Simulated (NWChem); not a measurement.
System: Si2NH5ClF; SMILES F[Si@H](N)[SiH2]Cl

Input file for NWChem:

```
start job
memory heap 200 mb stack 900 mb global 1100 mb
geometry units angstroms noautosym nocenter noautoz
  N      1.674998    -1.244559    -0.258501
  Si    -0.020597    -1.389112    -0.060249
  F     -0.497595    -2.319924     1.185443
  Si    -0.838642     0.781193     0.294439
  Cl     0.524727     1.812019     1.516373
  H      2.219508    -0.656239     0.361573
  H      2.231486    -2.000239    -0.640543
  H     -0.570958    -2.027466    -1.283280
  H     -0.934704     1.535601    -0.983113
  H     -2.160159     0.825790     0.971640
end
basis spherical
  N library def2-svp
  Si library def2-svp
  F library def2-svp
  Cl library def2-svp
  H library def2-svp
end
dft
  xc xpbe96 cpbe96
  iterations 150
end
cosmo
  do_cosmo_smd true
  solvent methanol
end
task dft energy
```

NWChem printed, in part:

```
             Northwest Computational Chemistry Package (NWChem) 7.3.0
             --------------------------------------------------------

                             Geometry "geometry" -> ""
                             -------------------------

 Output coordinates in angstroms (scale by  1.889725989 to convert to a.u.)

  No.       Tag          Charge          X              Y              Z
 ---- ---------------- ---------- -------------- -------------- --------------
    1 N                    7.0000     1.67499800    -1.24455900    -0.25850100
    2 Si                  14.0000    -0.02059700    -1.38911200    -0.06024900
    3 F                    9.0000    -0.49759500    -2.31992400     1.18544300
    4 Si                  14.0000    -0.83864200     0.78119300     0.29443900
    5 Cl                  17.0000     0.52472700     1.81201900     1.51637300
    6 H                    1.0000     2.21950800    -0.65623900     0.36157300
    7 H                    1.0000     2.23148600    -2.00023900    -0.64054300
    8 H                    1.0000    -0.57095800    -2.02746600    -1.28328000
    9 H                    1.0000    -0.93470400     1.53560100    -0.98311300
   10 H                    1.0000    -2.16015900     0.82579000     0.97164000

 Effective nuclear repulsion energy (a.u.)     358.4344443917

  pbe96 is a nonlocal functional; adding pw91lda local functional.

                                 NWChem DFT Module
                                 -----------------

 Summary of "ao basis" -> "ao basis" (spherical)
 ------------------------------------------------------------------------------
       Tag                 Description            Shells   Functions and Types
 ---------------- ------------------------------  ------  ---------------------
 N                          def2-svp                 6       14   3s2p1d
 Si                         def2-svp                 8       18   4s3p1d
 F                          def2-svp                 6       14   3s2p1d
 Cl                         def2-svp                 8       18   4s3p1d
 H                          def2-svp                 3        5   2s1p

 in cosmo_initialize ...
 calling solv_data for solv:methanol

[...]

                                COSMO-SMD solvation results
                                ---------------------------

             internal energy in gas <Psi(g)|H|Psi(g)> =     -1195.810622173874
         internal energy in solvent <Psi(s)|H|Psi(s)> =     -1195.809764686077
                               delta internal energy  =         0.000857487797 (    0.54 kcal/mol)
   total free energy in solvent <Psi(s)|H+V/2|Psi(s)> =     -1195.818211075575
 polarization energy contribution <Psi(s)|V/2|Psi(s)> =        -0.008446389498 (   -5.30 kcal/mol)
    total free energy in solvent including G(SMD-CDS) =     -1195.818257616914
                       G(SMD-CDS) energy contribution =        -0.000046541339 (   -0.03 kcal/mol)
     1 M fixed-concentration free energy of solvation =        -0.007635443040 (   -4.79 kcal/mol)

                       DFT Final Molecular Orbital Analysis
                       ------------------------------------

 Vector   31  Occ=2.000000D+00  E=-2.712732D-01
              MO Center= -3.3D-02,  1.6D+00,  1.1D+00, r^2= 2.8D+00
   Bfn.  Coefficient  Atom+Function         Bfn.  Coefficient  Atom+Function
  ----- ------------  ---------------      ----- ------------  ---------------
    77      0.462700   5 Cl pz               74      0.337200   5 Cl pz
    75     -0.289447   5 Cl px               72     -0.210654   5 Cl px
   103     -0.199142  10 H  s                71      0.196942   5 Cl pz
    98      0.195692   9 H  s                76     -0.159568   5 Cl py
    99      0.159104   9 H  s               104     -0.156871  10 H  s

 Vector   32  Occ=2.000000D+00  E=-2.472725D-01
              MO Center= -1.1D-01,  6.4D-02,  3.8D-01, r^2= 4.8D+00
   Bfn.  Coefficient  Atom+Function         Bfn.  Coefficient  Atom+Function
  ----- ------------  ---------------      ----- ------------  ---------------
    76      0.346195   5 Cl py               73      0.239476   5 Cl py
    23      0.223007   2 Si py               55     -0.218126   4 Si py
    93     -0.177024   8 H  s                94     -0.174364   8 H  s
    37      0.170349   3 F  py               75     -0.165198   5 Cl px
    70      0.139693   5 Cl py               58     -0.138574   4 Si py

 Vector   33  Occ=2.000000D+00  E=-2.308654D-01
              MO Center=  1.3D+00, -1.1D+00, -1.6D-01, r^2= 2.0D+00
   Bfn.  Coefficient  Atom+Function         Bfn.  Coefficient  Atom+Function
  ----- ------------  ---------------      ----- ------------  ---------------
     6      0.419919   1 N  pz                9     -0.346858   1 N  pz
     5     -0.323402   1 N  py                8      0.261759   1 N  py
    27     -0.142089   2 Si pz               36     -0.108163   3 F  px
    17     -0.103809   2 Si s                37     -0.092972   3 F  py
     3      0.087045   1 N  s                76     -0.085101   5 Cl py

 Vector   34  Occ=0.000000D+00  E=-4.685998D-02
              MO Center= -5.1D-01,  2.6D-01,  3.0D-01, r^2= 4.2D+00
   Bfn.  Coefficient  Atom+Function         Bfn.  Coefficient  Atom+Function
  ----- ------------  ---------------      ----- ------------  ---------------
    57      0.576423   4 Si px               59      0.542323   4 Si pz
    68     -0.414708   5 Cl s                76      0.291769   5 Cl py
     3     -0.289351   1 N  s                75      0.284837   5 Cl px
    25      0.266365   2 Si px               77      0.263537   5 Cl pz
    58      0.243237   4 Si py               94      0.236972   8 H  s

[...]
```

Level: PBE/def2-SVP, SMD on the gas-phase geometry. Geometry: optimised at B3LYP/6-31G* (spherical d). Solvent: methanol.
